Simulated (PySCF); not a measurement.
**SMILES [H]/N=C\[C@H]1OC(=O)[C@H]1C#N, C5H4N2O2**

Geometry:
```csv
atom,x (Å),y (Å),z (Å)
N1,-1.139,1.895,1.739
C2,-1.047,1.311,0.761
C3,-0.915,0.562,-0.455
C4,-1.366,-0.910,-0.381
O5,-2.391,-1.465,-0.192
O6,-0.137,-1.405,-0.637
C7,0.465,-0.094,-0.719
C8,1.527,0.130,0.333
N9,1.983,-0.714,1.126
H10,-1.350,1.112,-1.292
H11,0.869,0.084,-1.721
H12,1.910,1.145,0.375
H13,1.585,-1.650,1.044
```

The calculation used TDDFT B3LYP/def2-SVPD circular dichroism and optical rotation, one conformer, gas phase in PySCF. Geometry: GFN2-xTB.

The molecule is flexible and this is one conformer; a measurement averages over conformers.

Problem. What are the CIP labels of the stereocentres?

Solution. C3 S, C7 S.

Problem. Which excitations and rotatory strengths does the calculation give?

Solution. Rotatory strengths R in 10⁻⁴⁰ esu² cm², velocity form and length form (origin at the centre of mass); f in length form.
```csv
state,E (eV),λ (nm),f,R (velocity),R (length),main
1,5.05,245,0.002,+5.2,+4.9,"HOMO→LUMO 0.67, HOMO→LUMO+1 0.31"
2,5.77,215,0.002,-7.0,-6.2,"HOMO→LUMO+1 0.31, HOMO−1→LUMO+1 0.27"
3,5.96,208,0.001,+1.2,+1.0,"HOMO→LUMO+1 0.37, HOMO−1→LUMO+1 0.21"
4,6.46,192,0.004,+0.4,+0.7,HOMO→LUMO+2 0.96
5,6.70,185,0.006,+3.2,+3.4,"HOMO−1→LUMO 0.52, HOMO−1→LUMO+1 0.44"
6,6.99,177,0.002,+1.1,+1.0,HOMO→LUMO+3 0.89
7,7.05,176,0.018,-17.8,-17.4,HOMO−1→LUMO+2 0.81
8,7.36,168,0.014,+10.0,+10.1,"HOMO−4→LUMO 0.40, HOMO−2→LUMO 0.34"
```

Among the states computed, the strongest CD band (largest |R|) is state 7. The largest dissymmetry factor in size, g = 4R/(D+G), with D and G the electric and magnetic dipole strengths, is -0.03 for state 2 (velocity form, f = 0.002), among bands with |R| over 0.5. The mirror image has the same energies and oscillator strengths and all R with the opposite sign.
